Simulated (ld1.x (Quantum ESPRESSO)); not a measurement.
boron (B): from the effect back to the setting (RRKJ)

Base potential:

ld1.x (Quantum ESPRESSO) 7.5 input, shortened:

```
&input
   title='B', zed=5., rel=1, dft='PBESOL', iswitch=3,
   config='[He] 2s2 2p1'
 /
 &inputp
   pseudotype=2, tm=.false., rho0=0.001, lloc=-1, rcloc=1.70,
   nlcc=.false.
 /
2
2S  1  0   2.00   0.00  1.40  1.40  0.0
2P  2  1   1.00   0.00  3.70  3.70  0.0
 &test
   configts(1)='2s2 2p1'
 /
```

Cutoffs, loose and tight: the cutoffs (Ry, on a coarse ladder) from which the occupation-weighted sum of valence levels, in a spherical-Bessel basis at the reference potential, stays within 10 and 1 mRy of its value at 400 Ry. They do not see the model core or the augmentation charge, which bear on the density cutoff. Test errors are all-electron minus pseudo excitation energies from the reference, over the configurations 2s2 2p0; 2s1 2p0; 2s2 2p0.5; 2s0 2p3; 2s1 2p1; 2s2 2p1.3; 2s1 2p2; variants that change the core or the reference have their own tests.

Only the p radius is moved:

```tsv
p radius (bohr)	cutoff, loose	cutoff, tight	bound ghosts	largest test error (meV)	median size of the test errors
2.4	35 Ry	50 Ry	none	+156	16.2 meV
3.1	35 Ry	50 Ry	none	+367	55.6 meV
3.56	35 Ry	50 Ry	none	+565	86.8 meV
4.36	35 Ry	50 Ry	none	+1085	147.5 meV
5	35 Ry	50 Ry	none	+1681	182.9 meV
5.38	35 Ry	50 Ry	none	+2050	191.1 meV
```

Q: One more run gave cutoff, loose: 35 Ry; cutoff, tight: 50 Ry; bound ghosts: none; largest test error (meV): +856; median size of the test errors: 124.5 meV. Which value of the p radius was used?

A: 3.98 bohr. The median size of the test errors moves one way along this sweep, from 16.2 meV at 2.4 to 191.1 meV at 5.38 bohr, which places the run between 3.56 and 4.36 bohr.
